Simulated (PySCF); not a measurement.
Cartesian coordinates in Å; atom numbers follow the order of the lines, from 1:
```xyz
18

C     1.538    0.995   -1.268
C     0.960    0.604   -0.127
C    -0.249   -0.277    0.036
Si   -1.562    0.690    1.014
Si   -1.013   -0.865   -1.597
Si    0.261   -1.797    1.058
H     2.419    1.640   -1.250
H     1.168    0.696   -2.254
H     1.410    0.960    0.813
H    -0.971    1.158    2.306
H    -2.013    1.879    0.229
H    -2.741   -0.181    1.306
H    -1.460    0.298   -2.423
H    -0.028   -1.666   -2.387
H    -2.196   -1.723   -1.290
H     0.864   -1.346    2.350
H    -0.930   -2.652    1.351
H     1.271   -2.601    0.306
```

Geometry: PBE0-D3(BJ)/def2-SVP; GIAO shifts from PySCF 2.14.0 with density-fitted response routines, gas phase, non-relativistic, averaged over equivalent atoms.

At PBE0/def2-SVP (156 basis functions, 19 s wall time on 1 thread of an Arm Neoverse V1, shared host):
```csv
atoms,δ (ppm)
C2,136.0
C1,115.6
C3,1.3
Si4/Si5/Si6,-70.5
H9,5.76
H8,5.10
H7,5.03
H10/H11/H12/H13/H14/H15/H16/H17/H18,4.05
```

Referencing at the same level of theory: 13C (σ = 193.72 ppm) and 29Si (σ = 407.17 ppm) and 1H (σ = 31.34 ppm) vs TMS.

Task: Predict the values at wB97X-D/pcSseg-1 on the same geometry.

Result: 
| atoms | δ at wB97X-D/pcSseg-1 | change |
| --- | --- | --- |
| C2 | 147.1 | +11.1 |
| C1 | 123.4 | +7.8 |
| C3 | 0.0 | -1.3 |
| Si4/Si5/Si6 | -57.3 | +13.2 |
| H9 | 5.93 | +0.17 |
| H8 | 5.34 | +0.24 |
| H7 | 5.32 | +0.29 |
| H10/H11/H12/H13/H14/H15/H16/H17/H18 | 3.98 | -0.07 |

Shifts are taken against calculated references (same method and geometry level): 13C (σref 184.54) and 29Si (σref 352.93) and 1H (σref 31.38) vs TMS.

The largest change is at Si4/Si5/Si6 (silicon bonded to C, 3 H). Cost: 183 basis functions, 52 s wall time on 1 thread of an Arm Neoverse N1, shared host. The order of the carbon signals is the same at both levels.
